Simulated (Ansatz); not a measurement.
Stretching the Se3–H4 bond in H2SeZn (SMILES [ZnH][SeH]) (multiplicity 1 held, fragments rigid). Energies count from the point at 1.474 Å.
Geometry at that point (charge 0, multiplicity 1):
```xyz
4

Zn    -0.70919    -0.50984    -0.82880
H     -1.61369    -1.16460    -1.88282
Se     0.65396     0.50525     0.74073
H      0.65501    -0.71868     1.56184
```

Signs of static correlation in def2-TZVPP, with CASSCF(4,3), from Ansatz (a program for electronic structure) runs.

| R (Å) | T1 of restricted CCSD | ⟨S²⟩ of UHF | largest double amplitude of restricted CCSD | weight of the CASSCF reference in MRCISD | CASSCF natural occupations |
|---|---|---|---|---|---|
| 1.179 | 0.015 | 0.000 | 0.029 | 0.904 | 2.00 1.99 0.01 |
| 1.326 | 0.015 | 0.000 | 0.037 | 0.903 | 2.00 1.98 0.02 |
| 1.474 | 0.015 | 0.000 | 0.039 | 0.903 | 2.00 1.97 0.03 |
| 1.621 | 0.016 | 0.000 | 0.053 | 0.903 | 2.00 1.96 0.04 |
| 1.769 | 0.016 | 0.000 | ? | 0.903 | 2.00 1.94 0.07 |
| 1.990 | 0.017 | ? | 0.128 | 0.903 | 2.00 1.89 0.11 |
| 2.211 | 0.019 | 0.605 | 0.184 | 0.903 | 2.00 1.82 0.18 |
| 2.579 | 0.024 | 0.867 | 0.341 | 0.904 | 2.00 1.65 0.35 |
| 2.948 | 0.031 | 0.959 | 0.480 | 0.904 | 2.00 1.45 0.55 |
| 3.390 | 0.038 | 0.995 | 0.629 | 0.905 | 2.00 1.26 0.74 |
| 3.979 | 0.043 | 1.007 | 0.765 | 0.905 | 2.00 1.12 0.88 |
| 4.716 | 0.044 | 1.010 | 0.847 | 0.905 | 2.00 1.04 0.96 |

**Question.** Complete the blanks.

**Answer.** 
- 1.769, largest double amplitude of restricted CCSD: 0.041
- 1.990, ⟨S²⟩ of UHF: 0.231

Doubts at one or more of the structures used: active orbitals that take no part (SC-NEVPT2 on CASSCF(4,3)/def2-TZVPP); a restricted determinant that unrestricted orbitals would lower (R-CCSD(T)/def2-TZVPP); other coupled-cluster roots lie near (R-CCSD(T)/def2-TZVPP); a spin-contaminated determinant (U-CCSD(T)/def2-TZVPP); T1 above 0.05 (U-CCSD(T)/def2-TZVPP); the program's own flag: other amplitudes (U-CCSD(T)/def2-TZVPP).
